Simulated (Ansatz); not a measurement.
Job for Ansatz (a first-principles code): U-B3LYP/def2-TZVPP on C2HN (SMILES [CH]C#N), 2S+1 = 1, a spin state set in the input, which need not be the lowest.

Ansatz 0.2 input:
```yaml
crystal:
  periodic: [false, false, false]
  atoms:
    - {symbol: C, position_ang: [-1.17923034, 0.21016999, 0.29132214]}
    - {symbol: C, position_ang: [0.08479851, -0.01922488, -0.01818115]}
    - {symbol: N, position_ang: [1.21475358, -0.12585172, -0.36112206]}
    - {symbol: H, position_ang: [-1.93668409, -0.26470861, 0.88900849]}
basis:
  gaussian:
    orbitals: def2-TZVPP
hamiltonian:
  xc: {name: B3LYP}
magnetization: {spin_polarized: true, initial_magnetization: 0}
```

The log:

```
WARN ansatz: RAYON_NUM_THREADS=1 ignored (pool sized by the plan → 1); use --threads N
Functional definition: B3LYP
integrals: 0.02 GiB planned
574 factors; their error is unknown
mean field: 0.31 GiB planned
mean field evaluation 1: about -3573.3506 eV, gradient 2.7e1 eV
mean field evaluation 2: about -3567.4875 eV, gradient 4.3e1 eV
mean field evaluation 4: about -3576.7159 eV, gradient 1.9e0 eV
mean field evaluation 8: about -3576.7375 eV, gradient 2.6e-1 eV
mean field evaluation 16: about -3576.7377 eV, gradient 1.6e-5 eV
mean field evaluation 32: about -3572.9003 eV, gradient 2.5e1 eV
mean field evaluation 64: about -3576.7377 eV, gradient 4.3e-3 eV
mean field -3577.23924916 eV, -131.4611176667 hartree, gradient 3.3e-6 eV, S^2 0.929503; 5 other end points of the search recorded, 0 dependent functions left out
reference -3577.23943541 eV, -131.4611245113 hartree; 10, 10 occupied and 97, 97 virtual orbitals, 574 factors
Total energy: -3577.23943541 eV, -131.4611245113 hartree
```

Self-consistency was reached. Its determinant has ⟨S²⟩ = 0.93, a mixture of spin states.

Cost: very roughly 9 core-seconds.
